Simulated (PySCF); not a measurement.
C3H4O2Si, SMILES [SiH2]1OC(C=C1)=O. The structure is a stationary point at PBE0-D3(BJ)/def2-SVP. This is a generated structure with no PubChem entry under its InChIKey; it may be hypothetical.

Question: Give the equilibrium geometry at PBE0-D3(BJ)/def2-SVP (PySCF confirms it by a frequency run) as a Z-matrix, and its point group. (An estimate is asked for; the answer gives what the named calculation found.)

Answer: point group Cs.
```
C
C 1 1.3422
H 1 1.0923 2 122.81
H 2 1.0936 1 126.21 3 0.00
C 2 1.5008 4 117.29 1 180.00
O 5 1.1946 2 125.48 4 0.00
O 5 1.3583 6 123.02 2 180.00
Si 7 1.7024 5 112.97 6 180.00
H 8 1.4867 7 110.43 5 118.75
H 8 1.4867 9 110.49 7 -122.47
```
